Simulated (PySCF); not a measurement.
## `CC(C)(F)CC=O`, C$_{5}$H$_{9}$FO

Cartesian coordinates in Å; atom numbers follow the order of the lines, from 1:
```xyz
16

C    -0.641    1.347    0.071
C    -0.352   -0.132    0.301
C    -1.519   -1.011   -0.136
F    -0.183   -0.321    1.674
C     0.956   -0.562   -0.379
C     2.131    0.244    0.104
O     2.937    0.778   -0.603
H    -0.785    1.536   -0.989
H     0.188    1.954    0.427
H    -1.541    1.637    0.609
H    -1.314   -2.053    0.100
H    -2.421   -0.710    0.390
H    -1.681   -0.912   -1.205
H     1.155   -1.607   -0.120
H     0.862   -0.475   -1.462
H     2.201    0.297    1.207
```

Computed, not measured: PySCF, GIAO KT3/pcSseg-1 magnetisability, rotational g tensor and spin-rotation constants, non-relativistic, gas phase. Geometry: GFN2-xTB.

Problem. Give the nuclear spin-rotation constants along the inertial axes (H = +C I·J) beside the isotropic shieldings.

Solution. Rotational constants 4.5303, 1.6131, 1.6030 GHz. A star marks the isotopologue with that one atom substituted, in its own axes.
```
atom  isotope  Caa (kHz)  Cbb (kHz)  Ccc (kHz)  mean (kHz)  σ (ppm)
  F4      19F      3.949      1.015      1.296       2.087    339.0
  H8       1H     -0.539     -0.098     -0.038      -0.225     30.7
  H9       1H     -0.134     -0.164     -0.099      -0.132     30.2
 H10       1H     -0.066     -0.150     -0.137      -0.118     30.2
 H11       1H     -0.478      0.042     -0.179      -0.205     30.1
 H12       1H     -0.004     -0.171     -0.135      -0.103     30.1
 H13       1H     -0.502     -0.137     -0.010      -0.216     30.6
 H14       1H     -0.482      0.073     -0.187      -0.199     29.0
 H15       1H     -0.503     -0.150      0.025      -0.209     29.8
 H16       1H     -0.302     -0.086      0.135      -0.085     21.6
  C1     13C*      0.784      0.223      0.268       0.425    157.1
  C2     13C*      1.387      0.436      0.337       0.720     89.1
  C5     13C*      0.890      0.346      0.324       0.520    128.3
  C6     13C*      1.947      0.469      0.793       1.070     -5.1
  O7     17O*     -4.104     -0.385     -0.993      -1.827   -323.0
```
For the geometry as given, no vibrational averaging.

Problem. How do the rotational constants and the g tensor change when H8, H9, H10, H11, H12, H13, H14, H15, H16 are replaced by deuterium?

Solution. Constants 3.6428, 1.4599, 1.4241 GHz; g -0.0339, -0.0138, -0.0149, against -0.0422, -0.0154, -0.0161 before.
